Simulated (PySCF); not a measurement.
A structure optimised at B3LYP-D3(BJ)/def2-SVP, used in a PySCF frequency run:

```xyz
12

C     -2.6983     0.4721    -0.2404
C     -1.2262     0.5471     0.0154
C     -0.3099    -0.2675    -0.5146
C      1.1570    -0.1657    -0.2362
F      1.4244     0.7784     0.7063
F      1.6277    -1.3623     0.2268
H     -3.2511     0.3177     0.7023
H     -2.9565    -0.3452    -0.9303
H     -3.0719     1.4189    -0.6675
H     -0.8806     1.3346     0.6945
H     -0.5901    -1.0727    -1.2029
H      1.7456     0.0864    -1.1387
```
Charge 0, spin multiplicity 1.

Q: Write its SMILES and formula.

A: C/C=C/C(F)F, C4H6F2

Q: What are its rotational constants (standard atomic weights)?

A: 8.0462, 1.8725, 1.6174 GHz
